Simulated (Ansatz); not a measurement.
Sn₁₉H₂₈, a nanocrystal cut from cubic tin. Charge 0, multiplicity 1. Geometry PBE-D4/def2-SVP.

Cartesian coordinates in Å:
```
Sn 0.175 2.761 4.024
Sn 4.145 1.702 1.948
Sn -3.563 0.137 3.338
Sn 0.389 -0.866 1.188
Sn -3.320 -3.536 0.574
Sn -3.124 0.735 -1.250
Sn 0.660 -4.598 -1.511
Sn 0.598 3.343 -0.565
Sn 0.839 -0.325 -3.323
Sn 4.386 -1.986 -0.820
Sn -2.639 2.721 3.959
Sn 1.334 1.758 1.650
Sn 5.446 0.562 -0.272
Sn -2.200 3.378 -0.912
Sn -2.428 -0.881 0.957
Sn 1.577 -1.950 -1.137
Sn -2.145 -4.759 -1.671
Sn -1.962 -0.233 -3.631
Sn 1.701 2.335 -2.957
H 0.757 4.371 4.327
H 0.715 1.775 5.350
H 4.520 0.761 3.361
H 4.734 3.310 2.244
H -3.138 -0.933 4.640
H -5.297 0.118 3.218
H 0.835 -1.862 2.551
H -2.907 -4.454 1.991
H -5.054 -3.558 0.449
H -4.860 0.743 -1.414
H 1.197 -5.554 -0.162
H 1.394 -5.279 -2.932
H 1.169 4.970 -0.304
H 1.561 -0.974 -4.772
H 4.767 -3.047 0.503
H 5.128 -2.665 -2.238
H -3.283 3.241 5.488
H -3.200 3.835 2.755
H 7.156 0.454 0.021
H 5.221 1.586 -1.654
H -2.989 4.147 0.429
H -2.582 4.296 -2.339
H -2.684 -3.954 -3.109
H -2.649 -6.419 -1.786
H -2.597 -1.793 -4.049
H -2.351 0.854 -4.931
H 3.433 2.435 -2.936
H 1.138 3.300 -4.290
```

In the def2 sets Sn takes a core potential; there is no spin–orbit coupling. Single mean-field runs in def2-SVP, def2-TZVP are fitted with def2-universal-jkfit.

(1) Estimate the orbital energies around the gap (eV) in Ansatz with PBE-D4/def2-SVP, BLYP-D4/def2-SVP, PBE0-D4/def2-SVP, PBE0-D4/def2-TZVP, BHLYP-D4/def2-SVP.

Results:

(1) 
```
orbital  PBE-D4/def2-SVP  BLYP-D4/def2-SVP  PBE0-D4/def2-SVP  PBE0-D4/def2-TZVP  BHLYP-D4/def2-SVP
 HOMO−5            -6.16             -5.95             -7.04              -7.06              -7.73
 HOMO−4            -6.16             -5.95             -7.03              -7.06              -7.72
 HOMO−3            -6.14             -5.95             -7.03              -7.06              -7.72
 HOMO−2            -5.78             -5.60             -6.61              -6.63              -7.28
 HOMO−1            -5.78             -5.60             -6.61              -6.63              -7.28
   HOMO            -5.78             -5.56             -6.58              -6.60              -7.20
   LUMO            -2.93             -2.88             -2.27              -2.35              -1.51
 LUMO+1            -2.61             -2.51             -1.97              -2.05              -1.20
 LUMO+2            -2.61             -2.51             -1.97              -2.05              -1.20
 LUMO+3            -2.48             -2.39             -1.81              -1.90              -1.04
 LUMO+4            -2.35             -2.24             -1.68              -1.77              -0.88
 LUMO+5            -2.03             -1.90             -1.42              -1.52              -0.65
```
